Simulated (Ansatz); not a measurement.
Total energies of FH$_{5}$SSi$_{2}$ (`F[SiH2][SiH2]S`).

Cartesian coordinates in Å:
```
F -1.869 1.030 0.342
Si -1.088 0.194 -0.790
Si 0.828 -0.702 0.218
S 1.855 0.882 1.232
H -2.021 -0.840 -1.310
H -0.728 1.133 -1.882
H 1.781 -1.197 -0.809
H 0.486 -1.825 1.132
H 0.756 1.324 1.868
```

Total charge 0; spin multiplicity 1. All single points use the PBE0-D4/def2-TZVP geometry. It is one conformer, not always the lowest. Basis def2-TZVPP, Ansatz 0.2.0.

RPA on PBE orbitals: Hartree–Fock energy of these orbitals -1077.85363 Eh, correlation -1.16413 Eh (frozen core).

| functional | energy without D4 (Eh) | D4 term (kJ/mol) |
| --- | --- | --- |
| ωB97X-V | -1080.00144 | – |
| PBE-QIDH | -1079.43869 | – |

Task: Give the same for LDA (SPW92), PBE, revPBE, BLYP, r2SCAN, B97M-V, PBE0, B3LYP, r2SCANh, r2SCAN0, HSE06 (plane-wave form), BHLYP, CAM-B3LYP, LC-ωPBE, ωB97M-V, B2PLYP. (Estimate.)

Result: The calculation gave: 
```csv
functional,energy without D4 (Eh),D4 term (kJ/mol)
LDA (SPW92),-1075.81863,–
PBE,-1079.61005,-21.0
revPBE,-1079.95409,-55.3
BLYP,-1080.16033,-45.0
r2SCAN,-1080.06384,-5.0
B97M-V,-1079.90155,–
PBE0,-1079.70437,-18.0
B3LYP,-1080.25025,-34.2
r2SCANh,-1080.05370,-5.4
r2SCAN0,-1080.03960,-6.0
HSE06 (plane-wave form),-1079.67931,-17.0
BHLYP,-1080.14928,-29.0
CAM-B3LYP,-1080.18480,-18.6
LC-ωPBE,-1079.83796,–
ωB97M-V,-1080.08486,–
B2PLYP,-1079.76151,–
```

B3LYP takes the VWN-RPA correlation (the form of Gaussian; ORCA's B3LYP/G). HSE06 is the plane-wave form, built on full-range PBE exchange. The double hybrids freeze the cores in their second-order part.

LC-ωPBE has ω = 0.4 bohr⁻¹.
